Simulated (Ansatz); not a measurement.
Relaxation of ClH6PSn (9 atoms, charge 0, multiplicity 1), to a largest force component of 0.03 eV/Å in at most 50 steps.

The calculation used RKS PBE-D4/def2-SVP in Ansatz 0.2.0.

```xyz
9
Properties=species:S:1:pos:R:3
Sn -0.565 0.014 -0.350
Cl 0.175 -0.638 3.127
H 0.749 0.869 0.358
H -0.984 0.803 -1.833
H -0.114 -1.615 -0.675
P -2.530 0.137 1.162
H -3.512 0.151 0.108
H -2.612 -1.288 1.343
H -0.824 0.255 3.145
```

**Question.** Where does it end, and by what steps?

**Answer.** The forces met the threshold. The force dipped under the threshold on the way, but the program's further checks kept it going. After 16 steps the energy has fallen by 0.117 eV; H7 moved furthest, 0.94 Å.

```
step  energy less start (eV)  largest force component (eV/Å)  accepted
   0                  0.0000                           0.639       yes
   1                 -0.0363                           0.751       yes
   2                 -0.0533                           0.540       yes
   3                 -0.0412                           0.692        no
   4                 -0.0670                           0.358       yes
   5                 -0.0718                           0.377       yes
   6                 -0.0831                           0.047       yes
   7                 -0.0912                           0.064       yes
   8                 -0.0901                           0.281        no
   9                 -0.0957                           0.081       yes
  10                 -0.0999                           0.122       yes
  11                 -0.1086                           0.033       yes
  12                 -0.1024                           0.439        no
  13                 -0.1123                           0.026       yes
  14                 -0.1130                           0.182       yes
  15                 -0.1132                           0.148       yes
  16                 -0.1166                           0.006       yes
```

```xyz
9
Properties=species:S:1:pos:R:3
Sn -0.531 -0.023 -0.391
Cl 0.364 -0.492 3.434
H 0.444 1.331 0.040
H -1.119 0.165 -2.007
H 0.353 -1.494 -0.253
P -2.462 -0.137 1.273
H -3.257 0.881 0.639
H -3.131 -1.225 0.612
H -0.879 -0.320 3.036
```

Whether the end is a true minimum wasn't checked by a vibrational analysis.

Time of the run: 29 s on 2 threads of Arm Neoverse V1, with other jobs on the host, peak memory 0.13 GiB.
